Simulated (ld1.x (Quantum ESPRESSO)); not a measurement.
## PBE TM dataset for H (Z = 1), scalar-relativistic all-electron reference.

```
Element                 : hydrogen
Generator               : ld1.x (Quantum ESPRESSO) 7.5
Type                    : norm-conserving Troullier–Martins (Kleinman–Bylander form)
Functional              : PBE
Relativity              : scalar-relativistic
Frozen core             : none
Valence charge          : 1
Reference configuration : 1s1
Partial waves           : 1s (bound): rc 0.80 bohr
Local potential         : all-electron potential smoothed inside 0.70 bohr (lloc = -2)
Core correction         : none
```

- Cutoffs needed: 30 Ry and 70 Ry (the cutoffs (Ry, on a coarse ladder) from which the occupation-weighted sum of valence levels, in a spherical-Bessel basis at the reference potential, stays within 10 and 1 mRy of its value at 400 Ry)
- Ghost test: no extra level below or beside the all-electron valence levels (s, p, d, f tested) (spherical-Bessel basis up to 400 Ry, 20 bohr box)
